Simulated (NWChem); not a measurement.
System meant: C₃H₇O₂, doublet; SMILES CC(O)C[O]

Here is an NWChem input.

```
start job
memory heap 200 mb stack 900 mb global 1100 mb
geometry units angstroms noautoz
  C      1.408521     0.635472     0.124510
  C     -0.021584     0.435713    -0.338700
  O     -0.884465     1.463380     0.085782
  C     -0.623063    -0.848610     0.225386
  O      0.029562    -1.987933    -0.064321
  H      1.859542     1.528523    -0.337280
  H      1.441944     0.758778     1.218862
  H      2.020437    -0.236177    -0.151368
  H     -0.030939     0.341642    -1.445003
  H     -0.544661     2.301566    -0.242052
  H     -0.691448    -0.762600     1.338987
  H     -1.695928    -0.932080    -0.067928
end
basis spherical
  C library def2-svp
  O library def2-svp
  H library def2-svp
end
dft
  odft
  mult 3
  xc xpbe96 cpbe96
  iterations 150
  mulliken
end
task dft energy
```

End of the output:

```
 ==============================================================================
                                 internuclear angles
 ------------------------------------------------------------------------------
        center 1       |       center 2       |       center 3       |  degrees
 ------------------------------------------------------------------------------
    2 C                |   1 C                |   6 H                |   111.39
    2 C                |   1 C                |   7 H                |   110.29
    2 C                |   1 C                |   8 H                |   110.09
    6 H                |   1 C                |   7 H                |   108.25
    6 H                |   1 C                |   8 H                |   108.02
    7 H                |   1 C                |   8 H                |   108.72
    1 C                |   2 C                |   3 O                |   112.95
    1 C                |   2 C                |   4 C                |   111.69
    1 C                |   2 C                |   9 H                |   108.87
    3 O                |   2 C                |   4 C                |   105.15
    3 O                |   2 C                |   9 H                |   110.93
    4 C                |   2 C                |   9 H                |   107.08
    2 C                |   3 O                |  10 H                |   108.47
    2 C                |   4 C                |   5 O                |   116.24
    2 C                |   4 C                |  11 H                |   109.10
    2 C                |   4 C                |  12 H                |   110.17
    5 O                |   4 C                |  11 H                |   108.01
    5 O                |   4 C                |  12 H                |   110.29
   11 H                |   4 C                |  12 H                |   102.04
 ------------------------------------------------------------------------------
                            number of included internuclear angles:         19
 ==============================================================================

 Summary of "ao basis" -> "" (spherical)
 ------------------------------------------------------------------------------
       Tag                 Description            Shells   Functions and Types
 ---------------- ------------------------------  ------  ---------------------
 C                          def2-svp                 6       14   3s2p1d
 O                          def2-svp                 6       14   3s2p1d
 H                          def2-svp                 3        5   2s1p

  pbe96 is a nonlocal functional; adding pw91lda local functional.

                                 NWChem DFT Module
                                 -----------------

 Summary of "ao basis" -> "ao basis" (spherical)
 ------------------------------------------------------------------------------
       Tag                 Description            Shells   Functions and Types
 ---------------- ------------------------------  ------  ---------------------
 C                          def2-svp                 6       14   3s2p1d
 O                          def2-svp                 6       14   3s2p1d
 H                          def2-svp                 3        5   2s1p

  number of electrons :                   41
  multiplicity        :                    3
 ------------------------------------------------------------------------
  no. of electrons and multiplicity not compatible                  41
 ------------------------------------------------------------------------
 ------------------------------------------------------------------------
  current input line :
    29: task dft energy
 ------------------------------------------------------------------------
 ------------------------------------------------------------------------
 There is an error in the input file
 ------------------------------------------------------------------------
 For more information see the NWChem manual at https://nwchemgit.github.io

0: no. of electrons and multiplicity not compatible:Received an Error in Communication
```

Task: Can this run be used? If not, why, and what is the fix?

Result: The input was rejected before any calculation. Cause: the multiplicity doesn't fit the number of electrons (an even count wants an odd multiplicity, and the reverse). This input runs:
```
start job
memory heap 200 mb stack 900 mb global 1100 mb
geometry units angstroms noautoz
  C      1.408521     0.635472     0.124510
  C     -0.021584     0.435713    -0.338700
  O     -0.884465     1.463380     0.085782
  C     -0.623063    -0.848610     0.225386
  O      0.029562    -1.987933    -0.064321
  H      1.859542     1.528523    -0.337280
  H      1.441944     0.758778     1.218862
  H      2.020437    -0.236177    -0.151368
  H     -0.030939     0.341642    -1.445003
  H     -0.544661     2.301566    -0.242052
  H     -0.691448    -0.762600     1.338987
  H     -1.695928    -0.932080    -0.067928
end
basis spherical
  * library def2-svp
end
dft
  odft
  mult 2
  xc xpbe96 cpbe96
  iterations 150
  mulliken
end
task dft energy
```
It converges to -268.37395 Ha (PBE/def2-SVP, spin-unrestricted).
